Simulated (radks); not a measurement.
Problem. Valence configurations of the gold ion Au+ (all share [Xe]). Method: scalar-relativistic Kohn-Sham, r2SCAN, spin-polarised, spherical densities, finite nucleus; open shells are filled with parallel spins first (spin-orbit coupling, left out, can overturn this in heavy ions); meta-GGA in the generalised Kohn-Sham scheme; Fermi nuclear charge, rms radius 5.4371 fm; computed with a radial shooting solver on a logarithmic mesh with Libxc functionals. Order these by energy: 4f13 5d9 6s2; 4f14 5d9 6p1; 4f12 5d10 6p2; 4f13 5d10 6p1; 4f13.5 5d10 6s0.5; 4f13 5d10 6s1; 4f12.5 5d10 6s0.5 6p1; 4f14 5d9 6s1; 4f14 5d10; 4f14 5d9.5 6s0.5.

Solution. From the lowest, in eV above it: 4f14 5d10 0.000; 4f14 5d9.5 6s0.5 1.249; 4f14 5d9 6s1 2.355; 4f14 5d9 6p1 9.885; 4f13.5 5d10 6s0.5 40.250; 4f13 5d10 6s1 83.494; 4f13 5d9 6s2 89.116; 4f13 5d10 6p1 91.028; 4f12.5 5d10 6s0.5 6p1 137.92; 4f12 5d10 6p2 196.36. NIST lists [Xe] 4f14 5d10 as the ground configuration; this level of theory agrees among the configurations tried. The energies are those of spherical high-spin densities, not of single terms.
